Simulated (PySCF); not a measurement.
An equivalent PySCF input for Se³⁺ (selenium, charge +3), [Ar] 3d10 4s2 4p1, 2P determinant, with a scalar-relativistic core potential:

```python
from pyscf import gto, scf, dft, mp, cc
import basis_set_exchange as bse
txt = bse.get_basis("aug-cc-pVDZ-PP", elements=["Se"], fmt="nwchem", header=False)
cut = txt.index("\nECP")
mol = gto.M(atom="Se 0 0 0", charge=3, spin=1, symmetry="D2h",
            basis=gto.basis.parse(txt[:cut]),
            ecp={"Se": gto.basis.parse_ecp(txt[cut:])})
mf = dft.UKS(mol, xc="PBE0")
mf.irrep_nelec = {'Ag': (4, 4), 'B1g': (1, 1), 'B2g': (1, 1), 'B3g': (1, 1), 'B1u': (1, 1), 'B2u': (2, 1), 'B3u': (1, 1)}
mf.kernel()
```

It reaches the same state as the run whose output follows, with an energy that differs only through the grid. The run itself started from symmetry-adapted Hartree-Fock orbitals and held the occupation by maximum overlap, on a logarithmic radial grid, so the iterations belong to that start.

```
SCF conv_tol = 1e-09
number electrons alpha = 11  beta = 10
XC functionals = PBE0
    C. Adamo and V. Barone.,  J. Chem. Phys. 110, 6158 (1999)
    M. Ernzerhof and G. E. Scuseria.,  J. Chem. Phys. 110, 5029 (1999)
cycle= 1 E= -370.78234007134  delta_E= -0.00467  |g|= 0.0221  |ddm|= 0.22
cycle= 2 E= -370.782454095848  delta_E= -0.000114  |g|= 0.00627  |ddm|= 0.0407
cycle= 3 E= -370.782462798475  delta_E= -8.7e-06  |g|= 0.000323  |ddm|= 0.00815
cycle= 4 E= -370.782462876628  delta_E= -7.82e-08  |g|= 5.1e-06  |ddm|= 0.000595
cycle= 5 E= -370.782462876646  delta_E= -1.78e-11  |g|= 1.97e-07  |ddm|= 2.07e-05
converged SCF energy = -370.782462876646  <S^2> = 0.75217501  2S+1 = 2.0021738
```

Energies and moments cover only the electrons outside the core potential.
